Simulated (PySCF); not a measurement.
Isomers of CH5NSi. Isolated molecules, 0 K electronic values unless said otherwise. One relaxed conformer stands for each flexible species; it need not be the lowest. Strings in code marks are SMILES.

Computed with PySCF 2.14.0 with r2SCAN-D4/def2-TZVP. Delta-SCF ions had no search for a lower state. Excitations are Tamm–Dancoff values on a coarser integration grid. The basis has no diffuse functions, so Rydberg states are missing or too high.

```
species            T1 excitation (TDA) (eV)  dipole moment (D)  S1–T1 gap (TDA) (eV)  vertical ionisation energy (Delta-SCF) (eV)
-----------------  ------------------------  -----------------  --------------------  -------------------------------------------
`C=[SiH]N`                             3.13                  –                  2.02                                         7.68
`NC=[SiH2]`                            1.71               3.40                  3.23                                         7.30
`[H]/N=C/[SiH3]`                       3.69               1.77                  1.06                                         9.71
`N(/[H])=[SiH]/C`                      3.44               3.44                  1.20                                         9.29
```
